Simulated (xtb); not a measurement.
ClTl, charge -1, doublet, from a rough starting geometry (GFN-xTB shapes and energies of metal compounds can be far from the true ones) (a state made from the parent by changing its charge; the spin is typed, not shown lowest); GFN2-xTB run with xtb 6.7.1.

The xtb input:
```
$ xtb mol.xyz --gfn 2 --chrg -1 --uhf 1 --opt vtight --json

# file mol.xyz
2

Tl    -0.79457658    -0.69202196    -0.71235934
Cl     0.79233839     0.66101568     0.79214204
```

The log (banner, timings and long lists left out):

```
   ID    Z sym.   atoms
    1   81 Tl     1
    2   17 Cl     2

           -------------------------------------------------
          |                Calculation Setup                |
           -------------------------------------------------

           -------------------------------------------------
          |                 G F N 2 - x T B                 |
           -------------------------------------------------

          ...................................................
          :                      SETUP                      :
          :.................................................:
          :  # basis functions                  14          :
          :  # atomic orbitals                  13          :
          :  # shells                            5          :
          :  # electrons                        11          :
          :  max. iterations                   250          :
          :  Hamiltonian                  GFN2-xTB          :
          :  restarted?                      false          :
          :  GBSA solvation                  false          :
          :  PC potential                    false          :
          :  electronic temp.          300.0000000     K    :
          :  accuracy                    1.0000000          :
          :  -> integral cutoff          0.2500000E+02      :
          :  -> integral neglect         0.1000000E-07      :
          :  -> SCF convergence          0.1000000E-05 Eh   :
          :  -> wf. convergence          0.1000000E-03 e    :
          :  Broyden damping             0.4000000          :
          :  net charge                         -1          :
          :  unpaired electrons                  1          :
          ...................................................

 iter      E             dE          RMSdq      gap      omega  full diag
   1     -6.2757616 -0.627576E+01  0.949E+00    0.00       0.0  T
   2     -6.2768711 -0.110956E-02  0.511E+00    0.00       1.0  T
   3     -6.2776382 -0.767092E-03  0.911E-01    0.00       1.0  T
   4     -6.2779652 -0.327006E-03  0.525E-01    0.00       1.0  T
   5     -6.2781311 -0.165916E-03  0.277E-01    0.00       1.0  T
   6     -6.2781438 -0.126570E-04  0.271E-02    0.00       2.6  T
   7     -6.2781437  0.541359E-07  0.172E-02    0.00       4.1  T
   8     -6.2781438 -0.646634E-07  0.150E-03    0.00      47.3  T
   9     -6.2781438 -0.438964E-10  0.633E-04    0.00     111.7  T
  10     -6.2781438 -0.688773E-10  0.166E-05    0.00    4253.2  T

   *** convergence criteria satisfied after 10 iterations ***

         :::::::::::::::::::::::::::::::::::::::::::::::::::::
         ::                     SUMMARY                     ::
         :::::::::::::::::::::::::::::::::::::::::::::::::::::
         :: total energy              -6.278118038249 Eh    ::
         :: gradient norm              0.027623487141 Eh/a0 ::
         :: HOMO-LUMO gap              0.000000000951 eV    ::
         ::.................................................::
         :: SCC energy                -6.278143802361 Eh    ::
         :: -> isotropic ES            0.105512329899 Eh    ::
         :: -> anisotropic ES         -0.004880796608 Eh    ::
         :: -> anisotropic XC         -0.006022982450 Eh    ::
         :: -> dispersion             -0.000962509721 Eh    ::
         :: repulsion energy           0.000025764112 Eh    ::
         :: add. restraining           0.000000000000 Eh    ::
         :: total charge              -1.000000000000 e     ::
         :::::::::::::::::::::::::::::::::::::::::::::::::::::

      -----------------------------------------------------------
     |                   =====================                   |
     |                        A N C O P T                        |
     |                   =====================                   |
     |               Approximate Normal Coordinate               |
[...]
 * total energy  :    -6.2781180 Eh     change       -0.3108624E-13 Eh
 * total energy  :    -6.2756595 Eh     change        0.2458530E-02 Eh
 * total energy  :    -6.2806339 Eh     change       -0.4974350E-02 Eh
 * total energy  :    -6.2810296 Eh     change       -0.3957393E-03 Eh
 * total energy  :    -6.2811554 Eh     change       -0.1258210E-03 Eh
 * total energy  :    -6.2811563 Eh     change       -0.9117346E-06 Eh
 * total energy  :    -6.2811565 Eh     change       -0.2143112E-06 Eh
 * total energy  :    -6.2811565 Eh     change       -0.6927792E-11 Eh
   *** GEOMETRY OPTIMIZATION CONVERGED AFTER 8 ITERATIONS ***
         :: total energy              -6.281156544760 Eh    ::
[...]
         :: gradient norm              0.000000069020 Eh/a0 ::
         :: HOMO-LUMO gap              0.000000110638 eV    ::
         ::.................................................::
         :: SCC energy                -6.281161174599 Eh    ::
         :: -> isotropic ES            0.110122810931 Eh    ::
         :: -> anisotropic ES         -0.003504173308 Eh    ::
         :: -> anisotropic XC         -0.003516551450 Eh    ::
         :: -> dispersion             -0.000968965319 Eh    ::
         :: repulsion energy           0.000004629839 Eh    ::
         :: add. restraining           0.000000000000 Eh    ::
         :: total charge              -1.000000000000 e     ::
         :::::::::::::::::::::::::::::::::::::::::::::::::::::

           -------------------------------------------------
          |                Property Printout                |
           -------------------------------------------------

    * Orbital Energies and Occupations

         #    Occupation            Energy/Eh            Energy/eV
      -------------------------------------------------------------
         1        2.0000           -0.8403236             -22.8664
         2        2.0000           -0.4313628             -11.7380
         3        2.0000           -0.2251187              -6.1258
         4        2.0000           -0.2152545              -5.8574
         5        2.0000           -0.2152545              -5.8574
         6        0.5000           -0.0238284              -0.6484 (HOMO)
         7        0.5000           -0.0238284              -0.6484 (LUMO)
         8                          0.1772084               4.8221
         9                          0.2731933               7.4340
        10                          0.2731933               7.4340
        11                          0.2754439               7.4952
        12                          0.2754439               7.4952
        13                          0.2896162               7.8809
      -------------------------------------------------------------
                  HL-Gap            0.0000000 Eh            0.0000 eV
             Fermi-level           -0.0716849 Eh           -1.9506 eV

     #   Z          covCN         q      C6AA      α(0)
     1  81 Tl       0.661    -0.384   684.052    68.540
     2  17 Cl       0.661    -0.616   119.409    16.711

 Mol. C6AA /au·bohr⁶  :       1327.894404
 Mol. C8AA /au·bohr⁸  :     175517.572893
 Mol. α(0) /au        :         85.250444

Wiberg/Mayer (AO) data.
largest (>0.10) Wiberg bond orders for each atom

 ---------------------------------------------------------------------------
     #   Z sym  total        # sym  WBO       # sym  WBO       # sym  WBO
 ---------------------------------------------------------------------------
     1  81 Tl   0.651 --     2 Cl   0.651
     2  17 Cl   0.651 --     1 Tl   0.651
 ---------------------------------------------------------------------------

Topologies differ in total number of bonds
Writing topology from bond orders to xtbtopo.mol

molecular dipole:
                 x           y           z       tot (Debye)
 q only:       -0.370      -0.288      -0.428
   full:       -0.557      -0.447      -0.605       2.379
molecular quadrupole (traceless):
                xx          xy          yy          xz          yz          zz
 q only:       -0.458      -3.262       0.617      -3.688      -3.126      -0.159
  q+dip:       -0.610      -4.357       0.831      -4.935      -4.183      -0.221
   full:       -0.540      -3.879       0.748      -4.404      -3.730      -0.208

optimized geometry written to: xtbopt.xyz

           -------------------------------------------------
          | TOTAL ENERGY               -6.281156544760 Eh   |
          | GRADIENT NORM               0.000000069020 Eh/α |
          | HOMO-LUMO GAP               0.000000110638 eV   |
           -------------------------------------------------
```
